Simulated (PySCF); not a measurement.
How methods differ on the ionisation energy of Zn

Zn [Ar] 3d10 4s2 (1S) → Zn⁺ [Ar] 3d10 4s1 (2S), as a difference of total energies. All numbers are calculated (PySCF 2.14, the spin-free X2C one-electron Hamiltonian (Gaussian nucleus), in aug-cc-pVDZ-DK (7s6p4d2f, 59 functions)). Correlated levels: valence: [Ar] frozen. The calculations carry no spin-orbit coupling.

```tsv
method	ionisation energy (eV)
UHF	7.785
LDA	9.952
M06-L	9.490
MP2 (valence)	9.143
SCS-MP2 (valence)	9.159
```

Question: How much does correlation contribute at MP2 (valence)?

Answer: 9.143 − (7.785) = 1.358 eV, measured against UHF.

Errors of the correlated levels include the incompleteness of this basis and the frozen core.

MP2 underrates the near-degeneracy of ns² with np² in the lower species.

For comparison: 9.394 eV (measured; NIST Atomic Spectra Database, ionization energies).
